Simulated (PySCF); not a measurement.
SMILES [SiH](C)([SiH2]C)C (C₃H₁₂Si₂), GFN2-xTB optimised geometry.

```
17

Si    -0.43    -1.54    -1.84
C     -2.33    -1.53    -1.82
Si     0.41    -0.39     0.00
C      2.31    -0.39     0.00
C     -0.17     1.43     0.00
H     -0.01    -0.96    -3.13
H      0.00    -2.94    -1.88
H     -2.72    -0.52    -1.87
H     -2.74    -2.08    -2.66
H     -2.71    -1.98    -0.91
H     -0.02    -0.96     1.30
H      2.71     0.07    -0.91
H      2.71     0.17     0.84
H      2.70    -1.40     0.06
H      0.14     1.95    -0.91
H     -1.26     1.50     0.06
H      0.23     1.98     0.84
```

Density from PBE0/def2-SVP run with PySCF at that geometry.

Minimum of the electron density along straight lines between bonded atoms, close to the bond critical point (lines longer than 1.1 times the sum of covalent radii, or with two minima, are not listed):

| bond | length / Å | ρ at the minimum / e bohr⁻³ | ∇²ρ there / e bohr⁻⁵ | position (fraction from the first atom) |
|---|---|---|---|---|
| Si1–C2 | 1.902 | 0.109 | 0.32 | 0.38 |
| Si3–C4 | 1.905 | 0.109 | 0.31 | 0.38 |
| Si3–C5 | 1.908 | 0.108 | 0.31 | 0.38 |
| Si1–H6 | 1.474 | 0.114 | 0.31 | 0.49 |
| Si1–H7 | 1.472 | 0.114 | 0.32 | 0.49 |
| C2–H8 | 1.086 | 0.272 | -0.97 | 0.62 |
| C2–H9 | 1.086 | 0.272 | -0.98 | 0.63 |
| Si3–H11 | 1.480 | 0.113 | 0.30 | 0.49 |
| C4–H12 | 1.087 | 0.271 | -0.97 | 0.62 |
| C4–H13 | 1.086 | 0.271 | -0.97 | 0.62 |
| C4–H14 | 1.086 | 0.272 | -0.97 | 0.62 |
| C5–H15 | 1.087 | 0.271 | -0.97 | 0.62 |
| C5–H16 | 1.086 | 0.272 | -0.97 | 0.62 |
| C5–H17 | 1.086 | 0.271 | -0.97 | 0.62 |
